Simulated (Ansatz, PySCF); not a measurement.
The Ansatz (a program for electronic structure) input:
Ansatz 0.2 input:
```yaml
crystal:
  periodic: [false, false, false]
  atoms:
    - {symbol: Ga, position_ang: [0.00000000, 0.00000000, 0.00000000]}
    - {symbol: Cl, position_ang: [0.00000000, 0.00000000, 2.07019474]}
    - {symbol: Cl, position_ang: [-0.00000000, -0.00000000, -2.07019474]}
basis:
  gaussian:
    orbitals: cc-pVDZ
hamiltonian:
  xc: r2scan
total_charge: 1
accuracy: high
```

### Question
Give the equivalent PySCF input.

### Answer
Several could match; the one computed here: 
```python
from pyscf import gto, scf, dft

mol = gto.M(
    atom='''
Ga    0.000000    0.000000    0.000000
Cl    0.000000    0.000000    2.070195
Cl   -0.000000   -0.000000   -2.070195
''',
    basis='cc-pvdz',
    charge=1,
    spin=0,
    verbose=4,
)

mf = dft.RKS(mol)
mf.xc = 'r2scan'
mf.grids.atom_grid = (99, 590)
mf.grids.prune = None
mf.kernel()
```

Both were run: Ansatz gave -2844.929931 Eh and PySCF -2844.929890 Eh, 0.041 mEh apart.
